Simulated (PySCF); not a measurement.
SMILES F[SiH2]CC[Si](F)(F)F (B3LYP/def2-SVP optimised geometry):

```
14

Si     0.562    -2.174     0.000
F      0.072    -2.893    -1.383
C     -0.114    -0.420     0.000
C      0.293     0.401    -1.247
Si    -0.442     2.096    -1.279
F      0.002     2.957     0.007
F     -2.051     2.041    -1.264
F     -0.004     2.926    -2.585
H      2.051    -2.174     0.000
H      0.029    -2.957     1.147
H     -1.214    -0.480     0.079
H      0.227     0.082     0.924
H     -0.016    -0.120    -2.171
H      1.391     0.504    -1.314
```

Calculation: B3LYP/def2-TZVP in PySCF.

Q: What are the frontier orbital energies and the dipole moment?

A: HOMO-2 -10.61 eV, HOMO-1 -9.60 eV, HOMO -8.68 eV, LUMO -0.30 eV, LUMO+1 0.13 eV; dipole moment 2.13 D.

On the same geometry PySCF with PBE/def2-TZVP gives HOMO-2 -9.33 eV, HOMO-1 -8.32 eV, HOMO -7.54 eV, LUMO -0.94 eV, LUMO+1 -0.42 eV; dipole moment 1.98 D.

Meta-Löwdin charges at B3LYP/def2-TZVP: Si1 0.97, F2 -0.51, C3 -0.45, C4 -0.49, Si5 1.67, F6 -0.49, F7 -0.49, F8 -0.49, H9 -0.12, H10 -0.12, H11 0.12, H12 0.12, H13 0.14, H14 0.13.
